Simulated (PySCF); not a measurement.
The vertical singlet excitations below were computed for one of the candidates. Method: TDDFT CAM-B3LYP/def2-SVPD, vertical, gas phase, core orbitals frozen in the response (PySCF). Geometries: PBE0-D3(BJ)/def2-SVP, one conformer each. Relativistic effects are left out although some hold elements past zinc.

```json
{"state": "S1", "ν̃ (cm⁻¹)": "52020", "f": "0.061", "main configurations (H = HOMO, L = LUMO)": "H→L (74%)"}
{"state": "S2", "ν̃ (cm⁻¹)": "53480", "f": "0.046", "main configurations (H = HOMO, L = LUMO)": "H-1→L (65%)"}
{"state": "S3", "ν̃ (cm⁻¹)": "60140", "f": "0.0023", "main configurations (H = HOMO, L = LUMO)": "H→L+1 (21%), H→L+2 (19%), H→L (15%)"}
{"state": "S4", "ν̃ (cm⁻¹)": "61480", "f": "0.013", "main configurations (H = HOMO, L = LUMO)": "H→L+3 (26%), H→L+1 (23%), H-1→L (14%)"}
{"state": "S5", "ν̃ (cm⁻¹)": "63610", "f": "0.020", "main configurations (H = HOMO, L = LUMO)": "H→L+2 (33%), H→L+4 (23%), H-1→L+1 (11%)"}
{"state": "S6", "ν̃ (cm⁻¹)": "63720", "f": "0.0040", "main configurations (H = HOMO, L = LUMO)": "H→L+3 (34%), H-1→L+1 (14%), H→L+1 (12%)"}
{"state": "S7", "ν̃ (cm⁻¹)": "64660", "f": "0.017", "main configurations (H = HOMO, L = LUMO)": "H→L+5 (39%), H→L+4 (19%)"}
{"state": "S8", "ν̃ (cm⁻¹)": "65040", "f": "0.046", "main configurations (H = HOMO, L = LUMO)": "H→L+2 (20%), H-1→L+3 (18%), H-1→L+2 (17%)"}
{"state": "S9", "ν̃ (cm⁻¹)": "65640", "f": "0.0079", "main configurations (H = HOMO, L = LUMO)": "H→L+3 (18%), H→L+6 (15%), H-1→L+2 (11%)"}
{"state": "S10", "ν̃ (cm⁻¹)": "66700", "f": "0.053", "main configurations (H = HOMO, L = LUMO)": "H-2→L (28%), H→L+5 (22%), H-1→L+4 (10%)"}
```

Task: Which structure fits?
A. `N(=C=O)[SiH2]N=C=O`
B. `C[Si](N)(N)C[SiH3]`
C. `[GeH2]([NH]C)[NH]C`

Result: B. Its S1 lies at 6.45 eV; the nearest of the others has S1 at 5.84 eV. S1 is HOMO→LUMO (74%). Löwdin shares by element: HOMO nitrogen 52%, carbon 11% or more, silicon 9% or more (atoms not listed hold the other 27%); LUMO silicon 37%, carbon 7% or more, hydrogen 6% or more (atoms not listed hold the other 51%). At the same level the other candidates give, for their lowest levels:
- `[H][Ge]([H])([NH]C)[NH]C`: 5.84 eV (f 0.005); 5.87 eV (f 0.006); 6.38 eV (f 0.015); 6.78 eV (f 0.018); 6.86 eV (f 0.072); T1 5.56 eV; HOMO -7.87, LUMO 1.17 eV
- `[H][Si]([H])(N=C=O)N=C=O`: 7.13 eV (f 0.000); 7.15 eV (f 0.004); 7.46 eV (f 0.003); 7.48 eV (f 0.008); 7.48 eV (f 0.001); T1 6.60 eV; HOMO -10.17, LUMO 0.56 eV

The values belong to the conformer `[CH3:1][Si:2]([NH2:3])([NH2:4])[CH2:5][SiH3:6]`: C1–Si2–C5–Si6 66°, H–N3–Si2–C1 36°, H–N3–Si2–C1 180°, H–N4–Si2–C1 -83°, H–N4–Si2–C1 61°.
Triplets come from the Tamm–Dancoff approximation.
